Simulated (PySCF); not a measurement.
Compound: C4H5BF2.
Z-matrix (Å and degrees, PBE0-D3(BJ)/def2-SVP geometry), rows numbered from 1:
```
F 
B   1  1.3190
F   2  1.3186  1  116.79
C   2  1.5708  1  121.92  3   178.97
C   4  1.4752  2  108.14  1  -117.42
C   5  1.2994  4  151.72  2   103.74
C   5  1.4983  4  143.60  2   -67.82
H   4  1.0994  2  110.80  1     4.82
H   4  1.1045  2  108.12  1   124.05
H   6  1.0866  5  150.33  7   179.40
H   7  1.1027  5  119.83  6  -106.22
H   7  1.1028  5  119.45  6   106.55
```

Method used: PySCF, PBE0-D3(BJ)/def2-SVP geometry optimisation, gas phase.

Masses are those of the commonest isotopes; rigid-rotor values at the optimised geometry. The values belong to one conformer with, in the numbering `[F:1][B:2]([F:3])[CH2:4][C:5]1=[CH:6][CH2:7]1`, F1–B2–C4–C5 -117°, B2–C4–C5–C6 104°.

Q: What are A, B and C (cm⁻¹)?

A: Ia = 95.85, Ib = 315.17, Ic = 360.09 u·Å²; 505379 MHz·u·Å²/I gives 5273, 1603 and 1403 MHz, that is A = 0.17588, B = 0.05349, C = 0.04682 cm⁻¹.

Q: Classify the top.

A: An asymmetric top. Ray's parameter κ = (2B − A − C)/(A − C) = -0.897; −1 is the prolate and +1 the oblate limit.

Q: Is it planar, by Δ = Ic − Ia − Ib?

A: Not planar: Δ = Ic − Ia − Ib = -50.93 u·Å². For a rigid frame Δ = −2 Σ m c², so Σ m c² = 25.47 u·Å² lies off the ab plane: 7.12 from hydrogen and 18.35 from heavier atoms. The atom farthest from that plane is 1.93 Å away.

Q: Give the other two planar moments, Paa and Pbb, and the rms extents of the mass along the axes.

A: Paa = Σ m a² = (Ib + Ic − Ia)/2 = 289.71 and Pbb = Σ m b² = (Ia + Ic − Ib)/2 = 70.38 u·Å². With the mass M = 102.05 u, the rms extents √(P/M) along a, b and c are 1.68, 0.83, 0.50 Å.

Q: Give the coordinates in the principal-axis frame, origin at the centre of mass.

A: The sense of each axis is arbitrary; atoms in the order of the calculation.
```json
{"atom": "F1", "mass (u)": "18.998", "a (Å)": "2.114", "b (Å)": "0.726", "c (Å)": "0.458"}
{"atom": "B2", "mass (u)": "11.009", "a (Å)": "1.169", "b (Å)": "0.012", "c (Å)": "-0.122"}
{"atom": "F3", "mass (u)": "18.998", "a (Å)": "1.252", "b (Å)": "-1.298", "c (Å)": "0.003"}
{"atom": "C4", "mass (u)": "12.000", "a (Å)": "-0.016", "b (Å)": "0.683", "c (Å)": "-0.906"}
{"atom": "C5", "mass (u)": "12.000", "a (Å)": "-1.275", "b (Å)": "0.333", "c (Å)": "-0.221"}
{"atom": "C6", "mass (u)": "12.000", "a (Å)": "-2.277", "b (Å)": "0.627", "c (Å)": "0.552"}
{"atom": "C7", "mass (u)": "12.000", "a (Å)": "-2.202", "b (Å)": "-0.801", "c (Å)": "0.094"}
{"atom": "H8", "mass (u)": "1.008", "a (Å)": "0.120", "b (Å)": "1.772", "c (Å)": "-0.961"}
{"atom": "H9", "mass (u)": "1.008", "a (Å)": "-0.026", "b (Å)": "0.272", "c (Å)": "-1.931"}
{"atom": "H10", "mass (u)": "1.008", "a (Å)": "-2.831", "b (Å)": "1.349", "c (Å)": "1.146"}
{"atom": "H11", "mass (u)": "1.008", "a (Å)": "-1.884", "b (Å)": "-1.589", "c (Å)": "0.797"}
{"atom": "H12", "mass (u)": "1.008", "a (Å)": "-2.892", "b (Å)": "-1.170", "c (Å)": "-0.682"}
```

Q: Which types of transition are allowed, and where do some lines up to J = 4 fall?

A: The dipole components are |μa| = 0.47 D, |μb| = 1.04 D, |μc| = 0.88 D. The squared components, which scale the intensities, stand as 0.21 : 1.00 : 0.73 (a : b : c). Some lines, for components of 0.1 D or more:

```tsv
type	branch	J(Ka,Kc)	MHz	lower level (cm⁻¹)
c	Q	4(1,4) ← 4(0,4)	2867	0.999
c	Q	3(1,3) ← 3(0,3)	3204	0.600
b	Q	1(1,0) ← 1(0,1)	3869	0.100
b	Q	3(1,2) ← 3(0,3)	4404	0.600
b	Q	4(1,3) ← 4(0,4)	4866	0.999
a	R	2(0,2) ← 1(0,1)	6006	0.100
c	Q	4(2,3) ← 4(1,3)	10323	1.161
b	Q	3(2,1) ← 3(1,2)	10752	0.747
a	R	4(1,4) ← 3(1,3)	11613	0.707
b	R	3(1,3) ← 2(0,2)	12193	0.301
a	R	4(1,3) ← 3(1,2)	12411	0.747
c	R	2(2,0) ← 1(1,0)	17229	0.229
c	R	2(2,1) ← 1(1,1)	17422	0.223
b	R	2(2,0) ← 1(1,1)	17430	0.223
b	Q	3(3,0) ← 3(2,1)	18811	1.106
b	Q	3(3,1) ← 3(2,2)	18851	1.105
c	R	3(2,1) ← 2(1,1)	20068	0.437
c	Q	4(4,1) ← 4(3,1)	26369	2.135
c	R	3(3,1) ← 2(2,1)	27872	0.804
b	R	4(3,2) ← 3(2,1)	30854	1.106
b	R	4(4,1) ← 3(3,0)	38413	1.734
```

Q: Estimate the classical rotational partition function at 25 K, 200 K and 298.15 K.

A: Point group C1, symmetry number σ = 1; q = (√π/σ)·√((kT/h)³/(ABC)), k/h = 20836.6 MHz/K: 6120 at 25 K, 138000 at 200 K, 252000 at 298.15 K.

Stationary, but not proved a minimum. These are rigid-rotor constants of the computed structure; measured ground-state constants (B0) also hold zero-point vibration. Quadrupole hyperfine structure (11B) is left out.
